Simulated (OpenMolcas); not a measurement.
Computed levels of 3d7 in ions with 25 electrons, in cm-1 above 4F 9/2.

```
Program             : OpenMolcas
Method              : CASSCF
Basis               : ANO-R2
Scalar Hamiltonian  : X2C, finite nucleus
Spin-orbit coupling : RASSI with atomic mean-field integrals over the reference wave functions, term energies averaged over their components
```

Active space for each ion: 7 electrons in 5 orbitals (3d).

| Level | Co2+ | Cu4+ |
| --- | --- | --- |
| 4F 7/2 | 829 | 1546 |
| 4F 5/2 | 1442 | 2664 |
| 4F 3/2 | 1865 | 3424 |
| 2G 9/2 | 19374 | 25134 |
| 4P 5/2 | 19377 | 24946 |
| 4P 3/2 | 19670 | 25372 |
| 4P 1/2 | 20049 | 26155 |
| 2G 7/2 | 20163 | 26632 |
| 2P 3/2 | 25608 | 33084 |

Estimate 4F 3/2, 2G 9/2, 4P 5/2 for Ni3+ from its neighbours Co2+ and Cu4+.

4F 3/2 is fine structure, which grows about as the fourth power of a screened charge, so the fourth roots are averaged: ((1865^0.25 + 3424^0.25) / 2)^4 = 2556. The calculation gives 2569, so the estimate is off by -0.5 %; the measured value is 2621 (Corliss and Sugar, J. Phys. Chem. Ref. Data 10, 197 (1981)).
2G 9/2 is another term, which grows about linearly with the charge: (19374 + 25134) / 2 = 22254. The calculation gives 22316, so the estimate is off by -0.3 %; the measured value is 19830 (Corliss and Sugar, J. Phys. Chem. Ref. Data 10, 197 (1981)).
4P 5/2 is another term, which grows about linearly with the charge: (19377 + 24946) / 2 = 22162. The calculation gives 22215, so the estimate is off by -0.2 %; the measured value is 18119 (Corliss and Sugar, J. Phys. Chem. Ref. Data 10, 197 (1981)).

Without dynamic correlation excited terms often stand tens of per cent too high (terms of higher spin than the ground term too low), and those without a measured partner can miss by more than the paired ones. Computed and measured levels are paired by configuration, term and J; levels that our copy of the source lacks, or whose pairing is in doubt (as where it misses far off the trend of its configuration), stay unpaired and out of the deviations. Levels of configurations outside the active space are missing.
